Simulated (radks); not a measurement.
Species: the lanthanum ion La+. Configuration: [Kr] 4d10 5s2 5p5 5d2 6d1 (not the ground configuration).

Method: Dirac Kohn-Sham, AM05, spin-unpolarised, spherical densities, finite nucleus; open shells are shared between the two j in proportion to 2j + 1; Fermi nuclear charge, rms radius 4.855 fm; computed with a radial shooting solver on a logarithmic mesh with Libxc functionals.

Energy parts (eV):
total: -231018.43
kinetic: 247154.04
electron-nucleus: -561583.70
Hartree: 88779.71
exchange-correlation: -5368.48

Orbitals (lengths in bohr, moments of r in powers of bohr; r(max) is where P^2 peaks):
1s1/2: occ. 2; eigenvalue (eV) -38689.75; r(max) 0.01609
2s1/2: occ. 2; eigenvalue (eV) -6167.478; r(max) 0.09116
2p1/2: occ. 2; eigenvalue (eV) -5819.148; r(max) 0.06952
2p3/2: occ. 4; eigenvalue (eV) -5406.648; r(max) 0.07469
3s1/2: occ. 2; eigenvalue (eV) -1327.817; r(max) 0.2609
3p1/2: occ. 2; eigenvalue (eV) -1180.763; r(max) 0.2474
3p3/2: occ. 4; eigenvalue (eV) -1100.382; r(max) 0.2587
3d3/2: occ. 4; eigenvalue (eV) -842.1721; r(max) 0.2081
3d5/2: occ. 6; eigenvalue (eV) -824.9565; r(max) 0.2113
4s1/2: occ. 2; eigenvalue (eV) -276.9336; r(max) 0.6087
4p1/2: occ. 2; eigenvalue (eV) -222.8070; r(max) 0.6191
4p3/2: occ. 4; eigenvalue (eV) -205.6054; r(max) 0.6434
4d3/2: occ. 4; eigenvalue (eV) -116.7355; r(max) 0.6674
4d5/2: occ. 6; eigenvalue (eV) -113.7454; r(max) 0.6754
5s1/2: occ. 2; eigenvalue (eV) -49.3358; r(max) 1.402
5p1/2: occ. 1.66667; eigenvalue (eV) -34.3473; r(max) 1.530
5p3/2: occ. 3.33333; eigenvalue (eV) -31.6993; r(max) 1.595
5d3/2: occ. 0.8; eigenvalue (eV) -11.8923; r(max) 2.078
5d5/2: occ. 1.2; eigenvalue (eV) -11.6276; r(max) 2.106
6d3/2: occ. 0.4; eigenvalue (eV) -3.6061; r(max) 6.901
6d5/2: occ. 0.6; eigenvalue (eV) -3.5789; r(max) 6.940

The highest occupied level is 6d5/2 at -3.579 eV. Summed over all electrons, <r^2> = 111.4 bohr^2, which gives a Langevin (diamagnetic) susceptibility term of -88.3 x 10^-6 cm^3/mol.
